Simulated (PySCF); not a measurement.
# How the method changes the constants of CsZn

State: ²Σ⁺ (doublet), unpaired electrons σ ↑. Set-up: PySCF, scalar-relativistic core potentials, basis sets Cs def2-SVP with ECP46, Zn def2-SVP. De refers to Cs + Zn in their ground configurations, without counterpoise correction. The functionals are run spin-unrestricted. A positive dipole means Cs(−)Zn(+). Levels whose curve was spin-contaminated or gave no clean fit are not listed.

```json
{"Level": "UHF-MP2", "Re (Å)": "4.883", "ωe (cm⁻¹)": "15.5", "De (eV)": "0.041", "μ (D)": "n/a", "CPU s a point (SCF and correlation, without the integrals)": "0.41"}
{"Level": "PBE", "Re (Å)": "4.126", "ωe (cm⁻¹)": "36.6", "De (eV)": "0.104", "μ (D)": "0.07", "CPU s a point (SCF and correlation, without the integrals)": "0.72"}
{"Level": "r²SCAN", "Re (Å)": "4.142", "ωe (cm⁻¹)": "36.9", "De (eV)": "0.100", "μ (D)": "-0.13", "CPU s a point (SCF and correlation, without the integrals)": "1.1"}
{"Level": "r²SCANh", "Re (Å)": "4.192", "ωe (cm⁻¹)": "34.5", "De (eV)": "0.090", "μ (D)": "-0.11", "CPU s a point (SCF and correlation, without the integrals)": "1.2"}
{"Level": "PBE0", "Re (Å)": "4.263", "ωe (cm⁻¹)": "30.5", "De (eV)": "0.071", "μ (D)": "0.19", "CPU s a point (SCF and correlation, without the integrals)": "1.1"}
{"Level": "M06", "Re (Å)": "3.992", "ωe (cm⁻¹)": "45.5", "De (eV)": "0.117", "μ (D)": "-0.52", "CPU s a point (SCF and correlation, without the integrals)": "2"}
{"Level": "HSE06", "Re (Å)": "4.199", "ωe (cm⁻¹)": "33.9", "De (eV)": "0.084", "μ (D)": "0.10", "CPU s a point (SCF and correlation, without the integrals)": "1"}
{"Level": "M06-2X", "Re (Å)": "4.367", "ωe (cm⁻¹)": "30.3", "De (eV)": "0.087", "μ (D)": "0.55", "CPU s a point (SCF and correlation, without the integrals)": "1.1"}
```

The bond length runs from 3.992 Å (M06) to 4.883 Å (UHF-MP2). De spans 0.04 eV (UHF-MP2, perturbation theory) to 0.12 eV (M06, hybrid meta-GGA).

Correlated steps freeze 5 core orbitals. The bond is weak. Basis-set superposition, not corrected here, can be much of De in a small basis, most of all at correlated wavefunction levels. Functionals without a dispersion term scatter widely for such bonds, and LDA overbinds them. Spin–orbit coupling is left out. The state is the lowest determinant that a PBE0 search found; another state may lie lower at other levels.

The whole job (state search and all levels along the bond) took about 2.9 min on 1 thread of Arm Neoverse V1 (shared host), peak memory 0.82 GiB.
